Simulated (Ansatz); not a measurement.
`[Cl][Al]1[CH2][CH2]1` + H₂O → `[OH][Al]1[CH2][CH2]1` + HCl at 500 K and 1 bar (formal hydrolysis of the Al–Cl bond).

Computed with Ansatz on PBE0-D4/def2-TZVP structures; ΔE is electronic, products minus reactants. CBS: MP2 limit from def2 TZ/QZ plus the TZ coupled-cluster correction, frozen cores. This one scheme is used for every species. Each species was taken in one conformer, which may not be the lowest.

```
               species  CCSD(T)/CBS energy (Eh)  H − E (kJ/mol)  S (J/(mol·K))
`[Cl][Al]1[CH2][CH2]1`               -780.31123           175.6          357.9
                   H₂O                -76.37941            73.2          206.3
`[OH][Al]1[CH2][CH2]1`               -396.29709           210.1          364.2
                   HCl               -460.38127            32.5          201.9
```

H − E and S are ideal-gas, rigid-rotor, harmonic terms from PBE0-D4/def2-TZVP, for one conformer and one mirror image of each species. 1 Eh = 2625.50 kJ/mol, R = 8.31446 J/(mol·K).

By hand: ΔE, ΔH, ΔS and ΔG.

ΔE = (-396.29709) + (-460.38127) − (-780.31123) − (-76.37941) = 0.01228 Eh = 32.2 kJ/mol. Δ(H − E) = 210.1 + 32.5 − 175.6 − 73.2 = -6.2, so ΔH = 26.0 kJ/mol. ΔS = 364.2 + 201.9 − 357.9 − 206.3 = 1.9 J/(mol·K). ΔG = 26.0 − 500 × (1.9)/1000 = 25.1 kJ/mol.

By hand: the equilibrium constant, and the temperature at which ΔG would vanish if ΔH and ΔS stayed fixed.

log₁₀ K = −ΔG/(RT ln 10) = -2.6. ΔG = 0 at ΔH/ΔS = 13684 K, far beyond where these terms or the molecules hold.

The number of gas molecules stays the same, so ΔS is small and ΔH decides. A doubt of 5 kJ/mol in ΔE shifts log₁₀ K by 0.5 here. Other conformers and mirror images would add mixing entropy, several J/(mol·K) or more a flexible species. These are equilibria of isolated gas molecules and say nothing of rates. Largest T1 diagnostic: 0.012 (customary marks: 0.02 for closed shells, 0.045 for open ones).
